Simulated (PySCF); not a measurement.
SiH₃F, SMILES F[SiH3]. Atoms are numbered in the order given.

```xyz
5

Si     0.0000     0.0000    -0.5002
F      0.0000     0.0000     1.1004
H     -1.2168    -0.7025    -0.9669
H      0.0000     1.4050    -0.9669
H      1.2168    -0.7025    -0.9669
```
Charge 0, spin multiplicity 1.

Coordinates come from a r2SCAN-D4/def2-TZVP optimisation.

The numbers are results of PySCF with PBE0/pcSseg-2, not measurements.

GIAO shieldings, no solvent; atoms alike by connectivity are averaged. δ = σ(ref) − σ: ²⁹Si against TMS (σ = 341.9 ppm); ¹⁹F against CFCl3 (σ = 165.8 ppm); ¹H against TMS (σ = 31.54 ppm), references at their B3LYP-D3(BJ)/def2-TZVP geometries, non-relativistic.

```tsv
atoms	nucleus	count	δ (ppm)
Si1	²⁹Si	1	-17.7
F2	¹⁹F	1	?
H3, H4, H5	¹H	3	5.38
```

Question: Fill in the missing entries. (The exact figures need the calculation; the answer reports its results.)

Answer: 
- F2, δ (ppm): -246.1
